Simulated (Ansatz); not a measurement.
Geometry optimisation, RKS B3LYP/def2-SVP (Ansatz 0.2.0).

The input (input.yaml):

```yaml
crystal:
  periodic: [false, false, false]
  atoms:
    - { symbol: B, position_ang: [0.0, 0.0, 0.0] }
    - { symbol: "N", position_ang: [0.0, 0.0, 1.9] }
    - { symbol: H, position_ang: [-0.877, -0.2713, 2.43] }
    - { symbol: H, position_ang: [0.877, 0.2713, 2.43] }
    - { symbol: O, position_ang: [1.2211, 0.0, -0.705] }
    - { symbol: H, position_ang: [1.5209, -0.9519, -0.8599] }
    - { symbol: O, position_ang: [-1.2211, 0.0, -0.705] }
    - { symbol: H, position_ang: [-1.7308, -0.8467, -0.4965] }
    - { symbol: O, position_ang: [-0.2139, 1.6086, 0.5392] }
    - { symbol: H, position_ang: [-1.1525, 1.9139, 0.3252] }
    - { symbol: H, position_ang: [-0.1432, 1.0772, 1.5734] }
basis:
  gaussian: { orbitals: def2-SVP }
hamiltonian:
  xc: b3lyp
relax:
  f_tol: 0.15
  max_steps: 25
  restrain:
    - { distance: [0, 8], at: 1.41, k: 30.0 }
    - { distance: [10, 1], at: 1.06, k: 30.0 }
    - { distance: [0, 1], at: 2.75, k: 30.0 }
    - { distance: [10, 8], at: 2.21, k: 30.0 }
```

Run as:

```bash
$ ansatz run input.yaml --threads 2 --pin off --max-ram 3072MiB --backend cpu --events-out ev --progress --plain --runs-dir out
```

Task: Where does it end, and by what steps?

Result: The run converged. The restraints hold the end off the free minimum; the threshold counts their pulls, which the force column leaves out. Restrained pairs: B1–O9 (1.71 → 1.39 Å), N2–H11 (1.13 → 1.04 Å), B1–N2 (1.90 → 2.75 Å), O9–H11 (1.16 → 2.21 Å). After 8 steps the energy has fallen by 3.703 eV (the restraints' own energy left out); H3 moved furthest, 0.71 Å.

```csv
step,energy less start (eV),largest force component (eV/Å),accepted
0,0.0000,5.430,yes
1,-1.1529,5.473,yes
2,-1.8892,4.151,yes
3,-2.5662,2.247,yes
4,-3.2596,1.600,yes
5,-3.5539,0.921,yes
6,-3.6657,0.765,yes
7,-3.6981,0.716,yes
8,-3.7035,0.632,yes
```

```xyz
11
Properties=species:S:1:pos:R:3
B -0.149 0.515 -0.428
N -0.068 -0.078 2.260
H -0.662 -0.105 3.090
H 0.879 -0.291 2.579
O 1.117 0.013 -0.540
H 1.154 -0.924 -0.756
O -1.313 -0.132 -0.771
H -1.232 -1.085 -0.874
O -0.243 1.847 -0.041
H -1.166 2.126 -0.040
H -0.037 0.915 1.954
```

The run took 13 s on 2 threads of Intel(R) Xeon(R) 6975P-C (Granite Rapids), with other jobs on the host, peak memory 0.22 GiB.
